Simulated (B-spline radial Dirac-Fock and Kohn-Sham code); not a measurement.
# How the settings move the core levels of Te⁶⁺

ΔSCF core binding energies without Breit or QED terms, calculated with a B-spline atomic structure program. Keys: rel is the Hamiltonian (dirac, or spin-free x2c and nr, where L3 and M5 stand for the whole 2p and 3d shells), method is hf or an exchange,correlation pair (spin-unpolarised, also for the hole states), nuc the nuclear model, radius_factor scales its radius, rmax is the box in bohr, h the logarithmic mesh step, order the B-spline order, points the quadrature points per cell, c_factor scales the speed of light, and damp, ndamp, maxit and tol steer the iteration. The run stops when the commutator error falls below 10·tol·max(1, Z/10), or the numerical noise floor, and the energy has settled to about 1e-8 Ha; the virial ratio is −V/T.

Base input:

```json
{"items": [{"Z": 52, "q": 6, "cfg": [[1, 0, 2], [2, 0, 2], [2, 1, 6], [3, 0, 2], [3, 1, 6], [3, 2, 10], [4, 0, 2], [4, 1, 6], [4, 2, 10]], "A": 130, "rrms": 4.7423, "do": "settings", "holes": ["K", "L3", "M5"],
  "settings": [{"rel": "dirac", "method": "hf", "nuc": "fermi", "radius_factor": 1.0, "rmax": 45.0, "h": 0.3, "order": 8, "points": 10, "c_factor": 1.0, "maxit": 60, "damp": 0.5, "ndamp": 3, "tol": 1e-08}]}]}
```

The ground state converged in 10 iterations, with total energy -6785.84820 Ha, virial ratio 1.94555 and highest orbital energy -124.43 eV. ΔSCF binding energies: K (1s) 32010.2 eV, L3 (2p3/2) 4437.7 eV, M5 (3d5/2) 659.4 eV.

Changes from the base run:

```
                             changed setting  Δ total energy (Ha)  Δ K (eV)  Δ L3 (eV)  Δ M5 (eV)  iterations
          rel = "nr"; rmax = 30.0; order = 7           +181.76677  -1222.26      +2.43     +12.17          10
                                  rel = "nr"           +181.76674  -1222.26      +2.43     +12.17          10
                            c_factor = 100.0                    ?         ?          ?          ?           ?
                                 rmax = 30.0              0.00000      0.00       0.00       0.00          10
                                   order = 7             +0.00005      0.00       0.00       0.00          10
radius_factor = 0.8; damp = 0.8; tol = 1e-06             -0.07046     +0.81      -0.01       0.00           9
                                  damp = 0.8              0.00000      0.00       0.00       0.00          10
```

Question: What does the change c_factor = 100.0 do?

Answer: The total energy moves by +181.83579 Ha and the binding energies by K -1223.16 eV, L3 +2.42 eV, M5 +12.17 eV; the run takes 8 iterations.
